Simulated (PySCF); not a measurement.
## [W(F)3(OH)3] (charge 0, multiplicity 1)

Calculation: PySCF 2.14.0 with PBE-D3(BJ)/def2-TZVP // TPSS-D3(BJ)/def2-SVP.

```yaml
HOMO: -8.01 eV
dipole_moment: 1.52 D
HOMO–LUMO gap: 4.39 eV
LUMO: -3.63 eV
charge on the central atom (Mulliken): 1.39 e
total_energy: -16168.00 eV
cost: around 4 core-minutes (rough)
```

```xyz
10

W      0.1022     0.2189     0.2610
F     -1.0100    -1.3133     0.0427
F      0.8199    -0.5752     1.8182
F     -0.6671     0.9432    -1.3061
O     -1.3669     0.8575     1.2701
H     -2.2076     0.3931     1.4317
O      1.3052    -0.7842    -0.8018
H      1.1544    -1.6714    -1.1741
O      1.1776     1.7076     0.4719
H      1.7283     2.4928     0.5900
```
Charge 0, spin multiplicity 1.
